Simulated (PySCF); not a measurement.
Exercise with solution: chemical shift, span and skew from a shielding tensor

octafluorocyclobutane (C₄F₈), SMILES FC1(F)C(F)(F)C(F)(F)C1(F)F. Atoms are numbered in the order given.

```xyz
12

F     -1.1198    -1.1198    -1.3326
C     -0.7735    -0.7735    -0.0950
F     -1.4654    -1.4654     0.7966
C     -0.7735     0.7735     0.0950
F     -1.4654     1.4654    -0.7966
F     -1.1198     1.1198     1.3326
C      0.7735     0.7735    -0.0950
F      1.4654     1.4654     0.7966
F      1.1198     1.1198    -1.3326
C      0.7735    -0.7735     0.0950
F      1.4654    -1.4654    -0.7966
F      1.1198    -1.1198     1.3326
```

Coordinates come from a PBE0-D3(BJ)/def2-SVP optimisation.

GIAO shieldings from PBE0/pcSseg-1 in PySCF, non-relativistic, no solvent. The symmetric part of the tensor of F1 has the principal values 259.5, 338.3, 394.1 ppm. The same nucleus in CFCl3 has σ = 167.2 ppm at this level (PySCF, at its B3LYP-D3(BJ)/def2-TZVP geometry).

Q: Work out the isotropic shielding, the ¹⁹F shift against CFCl3, the span and the skew.

A: 
σ(iso) = (σ11 + σ22 + σ33)/3 = 330.6 ppm. δ = σ(ref) − σ(iso) = 167.2 − (330.6) = -163.4 ppm.
Span Ω = σ33 − σ11 = 134.6 ppm. Skew κ = 3(σ(iso) − σ22)/Ω = -0.17. Tumbling in solution averages the tensor to δ; in a static solid the shielding alone would spread this spin-1/2 line over Ω.
